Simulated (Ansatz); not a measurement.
```
atom    x (Å)    y (Å)    z (Å)
   C  -0.1183  -0.0827  -0.5070
   C  -0.0856  -0.0548   0.8800
   H  -0.0992  -0.9907  -0.9433
   H  -0.0028   0.9170  -1.0730
```

Basis set: 6-31G (spherical functions). Correlated methods keep 2 orbitals frozen. Charge 0, multiplicity 1.

Computed with Ansatz (development build ahead of 0.2.0); each method stands on the lowest determinant of its kind that the runs found. Restricted open shells among the atoms or ions are ROHF, correlated in semicanonical orbitals with singles.

The atomization energy at this shape (free ground-state atoms in the same class of orbitals less the molecule, no zero-point energy) of singlet C₂H₂:

| method | atomization energy |
| --- | --- |
| RHF | 10.01 eV |

(1) What does RHF-MP2 give?

## Answers

(1) 13.03 eV. Caution: the shape is not the minimum.

This basis has no polarisation functions and is too small for such energies, which can lie far from measured ones in either direction.
